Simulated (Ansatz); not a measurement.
Species: C₂H₂N₂O, SMILES `N#CNC=O` (charge 0, multiplicity 1).

Problem. Give a relaxed geometry from Ansatz (an electronic-structure program) with PBE-D3(BJ)/def2-TZVP.

Solution. One answer among several that fit: the end point of this relaxation, one of several conformers (outside a Z-matrix the atoms follow the SMILES, hydrogens last).
Bond lengths (Å): N1–C2 1.166, C2–N3 1.345, N3–C4 1.403, N3–H6 1.019, C4–O5 1.206, C4–H7 1.112. Bond angles (°): N1–C2–N3 179.3, C2–N3–C4 123.5, C2–N3–H6 117.9, C4–N3–H6 118.7, N3–C4–O5 124.4, N3–C4–H7 110.5, O5–C4–H7 125.2.
